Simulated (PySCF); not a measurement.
CH2N, charge +1, singlet, at a GFN2-xTB geometry. Base run: DF-HF/6-311G** (PySCF).

The PySCF input:
```python
from pyscf import gto, scf

mol = gto.Mole()
mol.atom = '''
    C    -0.000000   -0.000000   -0.600338
    N     0.000000    0.000000    0.532667
    H    -0.000000   -0.000000   -1.674882
    H     0.000000    0.000000    1.548240
'''
mol.basis = '6-311g**'
mol.charge = 1
mol.spin = 0
mol.verbose = 4
mol.build()

mf = scf.RHF(mol)
mf = mf.density_fit(auxbasis='def2-universal-jkfit')
mf.kernel()
```

Each row names what was changed in the base input (with any setting that the change needs).

```csv
change,basis functions,E (Eh),HOMO (eV),HOMO-LUMO gap (eV)
base,48,-93.18474,-23.01,19.56
basis = 3-21G,22,-92.64505,-23.20,19.96
basis = cc-pVDZ,38,-93.16828,-23.00,19.66
basis = pc-1,38,-93.13464,-23.08,19.49
basis = def2-SVP,38,-93.08925,-23.14,19.69
basis = 6-31+G*,40,-93.15781,-23.00,19.27
basis = 6-311++G**,58,-93.18517,-23.00,19.18
basis = aug-pcseg-1,64,-93.14017,-22.98,19.18
basis = aug-cc-pVDZ,64,-93.17137,-22.97,19.15
"basis = 6-311+G(2d,p)",66,-93.18746,-22.99,19.17
basis = pc-2,88,-93.19669,-22.99,19.26
basis = def2-TZVPP,90,-93.19923,-22.99,19.33
basis = def2-QZVP,174,-93.20315,-22.98,19.22
```

Totals compare only among sets that treat the same electrons; sets with core potentials leave the core out.
